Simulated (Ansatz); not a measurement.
A nudged elastic band was laid between two geometries of Cl3F2HOW + H2O (11 atoms, charge 0, multiplicity 1).

The calculation used Ansatz, RKS PBE/def2-SVP.

```
movable images  : 5
climbing image  : yes
spring          : 5.0 eV/Å²
optimiser       : quadratic models (default)
start path      : through a guess of the saddle point
force threshold : 0.05 eV/Å
iteration limit : 60
end points      : relaxed
```

Initial state:

```xyz
11
Properties=species:S:1:pos:R:3
W 0.366 -0.320 -0.206
F 0.542 -0.718 1.634
Cl 2.663 -0.214 -0.320
O 0.035 1.437 0.131
H -0.819 2.025 0.428
Cl -2.041 -0.577 0.064
F 0.258 -2.186 -0.457
Cl 0.169 -0.076 -2.500
O -2.120 2.417 0.798
H -2.533 1.541 0.570
H -2.174 2.456 1.774
```

Final state:

```xyz
11
Properties=species:S:1:pos:R:3
W -0.259 -0.011 -0.561
F -0.933 2.659 1.708
Cl 1.875 -0.382 0.318
O -0.123 1.807 -0.442
H -0.391 2.417 0.353
Cl -2.390 0.057 -1.518
F -0.651 -1.799 -0.073
Cl 0.612 -0.361 -2.667
O -1.019 0.268 1.278
H -1.302 -0.542 1.748
H -1.072 1.670 1.773
```

Question: Which bonds break or form, and what moves?

Answer: Bonds broken: W1–F2, O9–H11. Bonds formed: W1–O9, F2–H11. Cl3F2HOW + H2O becomes Cl3FH2O2W + FH.

Question: Give the energies along the band, and the barrier.

Answer: The forces met the threshold. The highest image is number 3 of 0 to 6, 1.40 eV above the first end and 1.04 eV above the last; the last end lies 0.36 eV above the first. A vibrational analysis at the climbing image gives one clearly imaginary mode, 112i cm⁻¹: a first-order saddle point. The orbitals stay closed-shell, which can raise the energy where a bond breaks towards radicals; this wasn't checked here.

```csv
image,path coordinate (Å),energy (eV),W1–F2 (Å),O9–H11 (Å),W1–O9 (Å)
0,0.00,0.00,1.89,0.98,3.83
1,1.77,0.06,1.92,0.98,3.58
2,3.54,0.87,1.94,0.98,3.12
3,5.31,1.40,2.46,1.40,2.05
4,6.53,1.04,3.20,1.56,1.99
5,7.76,0.54,3.46,1.51,2.00
6,8.98,0.36,3.57,1.49,2.01
```

Question: What is the geometry of the highest image?

Answer: 
```xyz
11
Properties=species:S:1:pos:R:3
W -0.319 0.205 -0.348
F 0.353 0.839 1.929
Cl 1.940 -0.363 -0.147
O 0.051 2.034 -0.442
H 0.095 2.635 0.331
Cl -2.467 -0.364 -1.289
F -0.546 -1.402 0.600
Cl 0.160 0.016 -2.609
O -1.704 0.898 1.000
H -2.545 0.398 0.944
H -0.669 0.890 1.947
```

Question: What are the harmonic wavenumbers there?

Answer: 112i, 16, 102, 119, 168, 182, 191, 210, 241, 256, 272, 314, 337, 363, 375, 429, 465, 587, 622, 661, 721, 836, 995, 1141, 2406, 3647, 3687 cm⁻¹.

The band took 31 iterations and about 30 core-minutes.

The run took 8.2 min on 4 threads of Arm Neoverse V1 (shared host), peak memory 0.3 GiB.
